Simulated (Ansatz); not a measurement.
Two structures of Si$_{4}$H$_{11}$OF, closed shell, reached by relaxing down either side of one saddle point (PBE0-D4/def2-TZVP). Energies are electronic, without zero-point energy. Computed with Ansatz 0.2.0 (basis: def2-TZVPP and def2-QZVPP); correlated methods freeze the cores. Extrapolation: Hartree–Fock as exp(−7.88 √X), correlation as X^−2.97. First:

Si1  (-0.244, 0.337, -0.194)
Si2  (1.275, -1.369, 0.331)
Si3  (-0.546, 0.426, -2.517)
Si4  (-2.296, -0.103, 0.854)
F5  (0.266, 1.809, 0.304)
H6  (2.482, 0.999, 2.700)
O7  (2.560, 0.982, 1.744)
H8  (2.623, -1.145, -0.242)
H9  (1.331, -1.678, 1.781)
H10  (0.668, -2.550, -0.356)
H11  (-1.504, 1.502, -2.889)
H12  (0.744, 0.662, -3.219)
H13  (-1.101, -0.885, -2.950)
H14  (-2.745, -1.455, 0.425)
H15  (-2.145, -0.092, 2.334)
H16  (-3.330, 0.895, 0.469)
H17  (1.961, 1.665, 1.425)
(Å)

Second:

Si1  (-0.523, 1.611, 0.005)
Si2  (1.258, -2.328, 0.128)
Si3  (0.230, 0.807, -2.069)
Si4  (-1.557, 0.117, 1.507)
F5  (-1.666, 2.703, -0.312)
H6  (1.913, -1.125, 0.698)
O7  (0.771, 2.357, 0.689)
H8  (2.115, -2.910, -0.935)
H9  (1.031, -3.331, 1.199)
H10  (-0.052, -1.941, -0.461)
H11  (0.483, 1.960, -2.973)
H12  (1.485, 0.026, -1.917)
H13  (-0.810, -0.067, -2.675)
H14  (-0.567, -0.805, 2.126)
H15  (-2.200, 0.905, 2.596)
H16  (-2.599, -0.687, 0.816)
H17  (0.689, 2.707, 1.578)
(Å)

(1) Which bonds change from the first to the second?

(2) Give the saddle point's structure and its height above each. (An estimate is asked for; the value comes from the calculation.)

T1 diagnostic: at most 0.015.

Answers

(1) Si₄H₉F ([F][Si]([SiH3])([SiH3])[SiH3]) + H₂O → Si₃H₇OF ([OH][Si]([F])([SiH3])[SiH3]) + SiH₄; bonds formed: Si1–O7, Si2–H6; bonds broken: Si1–Si2, H6–O7.

(2) The calculation gives: 156.2 kJ/mol above the first and 242.4 kJ/mol above the second (CCSD(T) at an estimated basis limit (MP2 extrapolated from triple and quadruple zeta, plus CCSD(T) − MP2 in triple zeta)).
```xyz
17
angstrom
Si -0.2518 0.9549 -0.0161
Si 1.1281 -1.5388 0.3024
Si 0.0948 0.5344 -2.2928
Si -1.8121 -0.1467 1.3283
F -0.7933 2.4987 0.0423
H 1.4837 0.3996 0.9664
O 1.2863 1.4489 0.8582
H 2.5248 -1.8486 -0.1496
H 0.8619 -2.4283 1.4784
H 0.2497 -2.0693 -0.7919
H -0.0403 1.8064 -3.0543
H 1.4398 -0.0441 -2.5416
H -0.9495 -0.4198 -2.7472
H -1.8830 -1.5933 1.0082
H -1.3530 0.0256 2.7366
H -3.1663 0.4590 1.1998
H 1.1802 1.9615 1.6731
```

Labels in which every atom is bracketed show which atoms are joined, not bond orders.

For scale, one of the runs: CCSD(T)/def2-TZVPP, 384 basis functions, launched by `ansatz run in.yaml --threads 4 --pin off --events-out ev --progress --plain --max-ram 41984MiB --backend cuda --devices 0, --max-vram 37GiB`. Hardware: 4 CPU threads of an AMD EPYC 7R13 and a share of one NVIDIA H100, shared host. Wall time 9.5 s; peak host memory 0.89 GiB.
